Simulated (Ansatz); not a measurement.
A made-up structure of Zn2H2, closed shell:

Zn1  (0.473, -0.942, 0.615)
Zn2  (-0.473, 0.942, -0.614)
H3  (1.083, -2.158, 1.406)
H4  (0.761, -1.245, 2.086)
(Å)

It is relaxed with PBE-D4/def2-SVP and then PBE0-D4/def2-TZVP (Ansatz 0.2.0). Atoms count as bonded within 1.22 times the sum of their covalent radii (H–H: 0.88 Å). The end point is not checked to be a true minimum.

Q: Does its bonding change? (A judgement: the text doesn't fix the answer.)

A: The calculation gives: Yes. Formed: H3–H4; broken: Zn1–Zn2, Zn1–H3, Zn1–H4.

Where it ends: The first stage lowers the energy by 3.53 eV in 14 steps. It ends as a complex of H₂ + Zn + Zn:
Zn1  (0.599, -1.688, -1.235)
Zn2  (-0.479, 1.107, 0.004)
H3  (0.811, -1.384, 1.993)
H4  (0.913, -1.437, 2.732)
(Å)

For scale, one of the runs: PBE0-D4/def2-TZVP relaxation, 108 basis functions, launched by `ansatz run in.yaml --threads 2 --pin off --events-out ev --progress --plain --max-ram 4352MiB`. The run took about 36 s on 2 CPU threads of an Arm Neoverse V1 (shared host).
